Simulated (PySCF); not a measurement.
C₃H₇NOSi, SMILES C1=CO[SiH2]NC1.

Geometry optimised at ωB97X-D3(BJ)/def2-SVP. The structure was generated by enumeration, and PubChem lists no compound with its InChIKey, so it may never have been made. The values are those of a single conformer.

All values below come from TDA-PBE0/def2-SVPD in PySCF.

Vertical excitations. Gas-phase values at a fixed geometry.

```
state  energy (eV)  λ (nm)      f                                                                 main pairs
-----  -----------  ------  -----  -------------------------------------------------------------------------
S1            5.71     217  0.003                                                           HOMO→LUMO+1 87 %
S2            5.77     215  0.017                                                             HOMO→LUMO 79 %
S3            6.16     201  0.002                                                           HOMO−1→LUMO 88 %
S4            6.25     198  0.006                                                         HOMO−1→LUMO+1 87 %
S5            6.40     194  0.046                                       HOMO→LUMO+2 54 %, HOMO−1→LUMO+2 39 %
S6            6.78     183  0.003                                                           HOMO→LUMO+4 89 %
S7            6.92     179  0.016                                       HOMO→LUMO+3 66 %, HOMO−1→LUMO+2 16 %
S8            6.99     177  0.022                                                           HOMO→LUMO+5 84 %
S9            7.18     173  0.176  HOMO−1→LUMO+2 37 %, HOMO→LUMO+2 20 %, HOMO→LUMO+3 15 %, HOMO−1→LUMO+3 6 %
S10           7.36     169  0.000                                                           HOMO→LUMO+6 83 %
T1            4.21     294      0                                           HOMO→LUMO+2 68 %, HOMO→LUMO 14 %
T2            5.53     224      0       HOMO→LUMO 52 %, HOMO→LUMO+1 22 %, HOMO−1→LUMO 14 %, HOMO→LUMO+2 10 %
T3            5.56     223      0                                         HOMO→LUMO+1 68 %, HOMO−1→LUMO 14 %
T4            5.93     209      0                                           HOMO−1→LUMO 62 %, HOMO→LUMO 16 %
```
Triplets are in the Tamm–Dancoff approximation.
